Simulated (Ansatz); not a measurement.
# A relaxation, step by step

LiBF₄, closed shell, PBE0-D4/def2-TZVP (Ansatz 0.2.0). Settings:

```yaml
hamiltonian: {xc: pbe0, dispersion: d4}
relax: {f_tol: 0.005, max_steps: 200}
```

Start:

```
6
angstrom
Li 0.0123 0.1111 -1.8402
F 1.0220 0.4483 1.2261
B -0.0034 -0.0288 0.4750
F 0.5211 -0.9802 -0.5555
F -1.0463 -0.5952 1.1348
F -0.5056 1.0447 -0.4402
```

```
step  energy less the last (meV)  largest force component (eV/Å)
   1                        19.9                           0.435
   2                         5.0                           0.244
   3                         0.2                           0.107
   4                         0.0                           0.023
   5                         0.0                           0.006
   6                         0.0                           0.002
```

Step 2, positions (Å) and forces (eV/Å):

```
atom       x       y       z      Fx      Fy      Fz
 Li1   0.013   0.111  -1.841   0.002   0.003  -0.036
  F2   1.016   0.445   1.221  -0.147  -0.070  -0.086
  B3  -0.003  -0.029   0.472   0.003   0.014  -0.244
  F4   0.518  -0.975  -0.549  -0.105   0.187   0.229
  F5  -1.040  -0.592   1.131   0.149   0.079  -0.070
  F6  -0.503   1.038  -0.434   0.098  -0.213   0.206
```

Step 3, positions (Å) and forces (eV/Å):

```json
{"atom": "Li1", "x": "0.014", "y": "0.112", "z": "-1.842", "Fx": "0.002", "Fy": "0.002", "Fz": "-0.025"}
{"atom": "F2", "x": "1.012", "y": "0.444", "z": "1.217", "Fx": "0.031", "Fy": "0.013", "Fz": "0.043"}
{"atom": "B3", "x": "-0.004", "y": "-0.028", "z": "0.467", "Fx": "-0.001", "Fy": "0.005", "Fz": "-0.107"}
{"atom": "F4", "x": "0.514", "y": "-0.970", "z": "-0.542", "Fx": "0.001", "Fy": "-0.005", "Fz": "0.024"}
{"atom": "F5", "x": "-1.036", "y": "-0.589", "z": "1.128", "Fx": "-0.030", "Fy": "-0.018", "Fz": "0.041"}
{"atom": "F6", "x": "-0.501", "y": "1.032", "z": "-0.428", "Fx": "-0.003", "Fy": "0.002", "Fz": "0.024"}
```

Step 4, positions (Å) and forces (eV/Å):

```csv
atom,x,y,z,Fx,Fy,Fz
Li1,0.016,0.113,-1.845,0.001,0.001,-0.004
F2,1.011,0.443,1.218,0.011,0.006,-0.010
B3,-0.004,-0.029,0.465,-0.001,-0.002,0.023
F4,0.513,-0.971,-0.542,-0.005,0.010,0.001
F5,-1.035,-0.589,1.132,-0.011,-0.005,-0.010
F6,-0.502,1.032,-0.428,0.005,-0.010,0.000
```

Last step (6):

```
6
angstrom
Li 0.0167 0.1136 -1.8452
F 1.0122 0.4439 1.2169
B -0.0042 -0.0287 0.4656
F 0.5127 -0.9703 -0.5415
F -1.0353 -0.5894 1.1316
F -0.5020 1.0309 -0.4275
```

Hardware: 4 CPU threads of an Arm Neoverse V2, shared host. Wall time about 8.5 s.
